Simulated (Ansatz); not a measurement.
Li7Sn2: single points at one geometry.

```yaml
crystal:
  periodic: [false, false, false]
  atoms:
    - {symbol: Li, position_ang: [-0.070364, -0.374420, 2.900321]}
    - {symbol: Li, position_ang: [0.553291, -2.110463, -1.949465]}
    - {symbol: Li, position_ang: [-1.223543, -0.979347, 0.200344]}
    - {symbol: Li, position_ang: [-1.964774, 2.199661, -1.042117]}
    - {symbol: Li, position_ang: [1.057780, 2.777622, -0.860871]}
    - {symbol: Li, position_ang: [0.606875, -3.208189, 1.220892]}
    - {symbol: Li, position_ang: [1.465776, -0.410753, 0.338079]}
    - {symbol: Sn, position_ang: [-0.399349, 1.579916, 1.060679]}
    - {symbol: Sn, position_ang: [-0.025701, 0.525972, -1.867862]}
basis:
  gaussian: {orbitals: def2-SVP, initial_orbitals: start.molden}
magnetization: {spin_polarized: true, initial_magnetization: 1}
hamiltonian: {xc: pbe0, dispersion: d4}
scf: {omitted_lower_state_checks: [starts]}
output: {orbitals: {seedname: orbitals}}
```

The file start.molden holds the orbitals of an earlier run on this structure, at another level or in another basis.

```sh
$ ansatz run in.yaml --threads 4 --pin off --events-out ev --progress --plain --max-ram 8704MiB
```

It prints (some lines left out):

```
Functional definition: PBE0
1587 factors; integrals over basis functions are off by at most 1.3e-4 eV
mean field evaluation 1: about -13094.4773 eV, gradient 2.0e1 eV
mean field evaluation 2: about -13094.6237 eV, gradient 3.2e-1 eV
mean field evaluation 4: about -13094.7856 eV, gradient 5.5e-3 eV
mean field evaluation 8: about -13094.7857 eV, gradient 1.3e-5 eV
mean field -13094.78565873 eV, -481.2244969939 hartree, gradient 1.4e-5 eV, S^2 0.760034; 0 other end points of the search recorded, 0 dependent functions left out
reference -13094.78570829 eV, -481.2244988151 hartree; 33, 32 occupied and 82, 83 virtual orbitals, 1587 factors
Total energy: -13094.98842295 eV, -481.2319484415 hartree
Checks for a lower state left out: starts
```

It took 13 s on 4 threads of Arm Neoverse N1 on a shared host.

The first input with `gaussian: {orbitals: def2-TZVP, initial_orbitals: start.molden}`, `correlation: {method: mp2}` and without the key `hamiltonian` (abridged; 18 s):

```
Functional definition: HF
mean field -13033.14662222 eV, -478.9593041825 hartree, gradient 2.1e-6 eV, S^2 1.327929
8 core orbitals not correlated: weight in the atoms' cores, before any rotation towards them, 1.000 or more for the frozen orbitals, at most 0.000 for the correlated occupied ones
second order -25.85719475 eV of doubles, -0.00000000 eV of singles
Total energy: -13059.00381697 eV, -479.9095385629 hartree
Checks for a lower state left out: starts
```

The first input with `gaussian: {orbitals: def2-TZVP, initial_orbitals: start.molden}`, `hamiltonian: {xc: pbe, dispersion: d4}` (abridged; 9.5 s):

```
Functional definition: PBE
mean field -13095.04531900 eV, -481.2340393327 hartree, gradient 2.2e-5 eV, S^2 0.755390
Total energy: -13095.27692322 eV, -481.2425506307 hartree
Checks for a lower state left out: starts
```

The first input with `hamiltonian: {xc: {text: "exchange = 0.85*pbe_x + 0.15*exact_x\ncorrelation = pbe_c"}}` (abridged; 11 s):

```
Functional definition: unnamed
mean field -13094.28567777 eV, -481.2061230325 hartree, gradient 1.4e-5 eV, S^2 0.757966
Total energy: -13094.28573397 eV, -481.2061250976 hartree
Checks for a lower state left out: starts
```

The first input with `gaussian: {orbitals: def2-TZVPD, initial_orbitals: start.molden}`, `hamiltonian: {xc: r2scan, dispersion: d4}` (abridged; 76 s):

```
Functional definition: r2SCAN
mean field -13102.91883102 eV, -481.5233855627 hartree, gradient 4.6e-6 eV, S^2 0.765420
Total energy: -13102.96491143 eV, -481.5250789866 hartree
Checks for a lower state left out: starts
```

First input, but with `hamiltonian: {xc: {text: "exchange = 0.60*pbe_x + 0.40*exact_x\ncorrelation = pbe_c"}}` (abridged; 17 s):

```
Functional definition: unnamed
mean field -13095.58194365 eV, -481.2537599248 hartree, gradient 1.1e-5 eV, S^2 0.763484
Total energy: -13095.58198317 eV, -481.2537613772 hartree
Checks for a lower state left out: starts
```

First input, but with `correlation: {method: ccsd_t}`, `scf: {omitted_lower_state_checks: [starts, cluster_reference]}` and without the key `hamiltonian` (abridged; 2.7 min):

```
Functional definition: HF
mean field evaluation 16: about -13031.6326 eV, gradient 2.9e-5 eV
mean field -13031.63257159 eV, -478.9036638481 hartree, gradient 3.8e-6 eV, S^2 1.363920
8 core orbitals not correlated: weight in the atoms' cores, before any rotation towards them, 1.000 or more for the frozen orbitals, at most 0.000 for the correlated occupied ones
second order -8.36069945 eV of doubles, -0.00000000 eV of singles
cycle   1  -8.43056384 eV  change   -7.0e-2 eV  update   1.5e-1
cycle   2  -8.80867744 eV  change   -3.8e-1 eV  update   7.3e-2
cycle   3  -8.97813305 eV  change   -1.7e-1 eV  update   6.1e-2
cycle   4  -9.02116752 eV  change   -4.3e-2 eV  update   4.0e-2
cycle   5  -9.06565049 eV  change   -4.4e-2 eV  update   2.8e-2
cycle   6  -9.10479986 eV  change   -3.9e-2 eV  update   1.5e-2
cycle   7  -9.11129812 eV  change   -6.5e-3 eV  update   7.3e-3
cycle   8  -9.11597486 eV  change   -4.7e-3 eV  update   3.5e-3
cycle   9  -9.11754398 eV  change   -1.6e-3 eV  update   1.9e-3
cycle  10  -9.11700448 eV  change    5.4e-4 eV  update   9.8e-4
cycle  11  -9.11770323 eV  change   -7.0e-4 eV  update   5.3e-4
cycle  12  -9.11799455 eV  change   -2.9e-4 eV  update   2.5e-4
cycle  13  -9.11796552 eV  change    2.9e-5 eV  update   1.3e-4
cycle  14  -9.11795897 eV  change    6.5e-6 eV  update   6.4e-5
cycle  15  -9.11794426 eV  change    1.5e-5 eV  update   3.5e-5
perturbative correction -0.67035363 eV, -0.0246350417 hartree
Total energy: -13041.42086948 eV, -479.2633771610 hartree
Checks for a lower state left out: starts, cluster_reference
```

Geometry: B3LYP-D4/def2-SVP.

In the def2 sets Sn takes a core potential; there is no spin–orbit coupling. Correlated methods freeze 8 core orbitals; core or outer-core shells of Li, Sn are correlated, in sets that lack core-valence functions. At MP2/def2-TZVP, CCSD(T)/def2-SVP the charge 0 doublet is spin-contaminated (final ⟨S²⟩ up to 1.36, 0.75 for a pure state). At CCSD(T)/def2-SVP T1 of the charge 0 doublet is large (up to 0.048), so the single-reference result is doubtful. The structure comes from a short search, and lower isomers may exist.
